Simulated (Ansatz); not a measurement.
Two spin states of MgBe-, each at its own minimum; 2S+1 = 2, 4 were tried, and our sources give no spin for the ground state.

```json
[
 {"level": "PBE/def2-TZVPP", "energy of the multiplicity-4 state above the multiplicity-2 state (kJ/mol)": "77.6"},
 {"level": "PBE0/def2-TZVPP", "energy of the multiplicity-4 state above the multiplicity-2 state (kJ/mol)": "75.5"},
 {"level": "CCSD/def2-TZVPP", "energy of the multiplicity-4 state above the multiplicity-2 state (kJ/mol)": "94.4"},
 {"level": "CCSD(T)/def2-TZVPP", "energy of the multiplicity-4 state above the multiplicity-2 state (kJ/mol)": "94.0"}
]
```

The rows run from 75.5 (PBE0/def2-TZVPP) to 94.4 kJ/mol (CCSD/def2-TZVPP).

Each state is the lowest solution found for its spin in def2 and cc sets.

Correlated levels freeze the inner cores; with def2 sets outer-core shells near the valence are correlated too.

Doubts at one or more of the structures used: a spin-contaminated determinant (CCSD/def2-TZVPP, CCSD(T)/def2-TZVPP).

Run with Ansatz (Gaussian basis) for Hartree–Fock, density functionals and correlated methods. Values without a source in brackets are computed.

Ansatz is a first-principles code.
